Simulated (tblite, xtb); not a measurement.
FGa, triplet, geometry from GFN2-xTB (such geometries of metal compounds can be far from the true shape) (the spin is typed, not shown lowest). Base run: GFN1-xTB in xtb.

The xtb input:
```
$ xtb mol.xyz --gfn 1 --uhf 2 --json

# file mol.xyz
2

Ga    -0.00000000    -0.00000000    -0.43599882
F      0.00000000     0.00000000     1.50177370
```

Programs used: tblite, xtb; a row that names a program was run with it.

Each row names what was changed in the base input (with any setting that the change needs).

```csv
change,ΔE vs base (kJ/mol),dipole (D),G_solv (kcal/mol),SCF cycles
base,0.00,3.17,-,9
alpb = methanol,-21.47,3.45,-5.34,8
gbsa = chcl3,-18.45,3.59,-4.90,8
acc = 0.1,0.00,3.17,-,9
etemp = 3000,-34.5,2.97,-,10
gbsa = toluene,-16.40,3.44,-4.11,8
"program = tblite; method = gfn1; option = (--efield, 0,0,0.1)",6.13,-,-,-
program = tblite; method = gfn1,0.00,-,-,-
```

ALPB and GBSA are two models with their own fitted parameters for each solvent, which aren't always the measured dielectric constant.
